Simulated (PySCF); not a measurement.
**SMILES ClCBr, CH$_{2}$BrCl**

Cartesian coordinates in Å; atom numbers follow the order of the lines, from 1:
```xyz
5

Cl   -1.160   -1.247    0.040
C     0.150   -0.078   -0.003
Br   -0.462    1.751   -0.049
H     0.749   -0.193    0.894
H     0.736   -0.243   -0.901
```

Method: quadratic response CAM-B3LYP/aug-cc-pVTZ first hyperpolarisability, Taylor convention, gas phase (PySCF). Geometry: PBE0-D3(BJ)/def2-TZVP.

The calculation is non-relativistic, which matters for the atoms heavier than Zn.

Problem. Give β for the processes computed.

Solution. In au, Taylor convention; the vector part is βᵢ = ⅓ Σⱼ (βᵢⱼⱼ + βⱼᵢⱼ + βⱼⱼᵢ); β∥ is 3/5 of the vector part along the dipole, the dipole points from − to +:
```tsv
process	λ (nm)	β vector norm	β∥	β HRS	depolarisation ratio
static β(0;0,0)	∞	114.7	15.5	43.4	7.30
second harmonic β(−2ω;ω,ω)	1907	119.3	16.1	45.2	7.25
Pockels β(−ω;ω,0)	1907	116.2	15.7	–	–
second harmonic β(−2ω;ω,ω)	1064	130.7	17.6	49.5	7.14
Pockels β(−ω;ω,0)	1064	119.6	16.2	–	–
```

Problem. Which lowest excitations, dipole and polarisabilities go with it?

Solution. S1 5.94 eV (f = 0.000); S2 6.07 eV (f = 0.006); S3 7.00 eV (f = 0.000); dipole 1.59 D; isotropic α 50.2 au static, 50.3 au at 1907 nm, 50.6 au at 1064 nm, 50.7 au at 953.5 nm, 52.0 au at 532 nm.
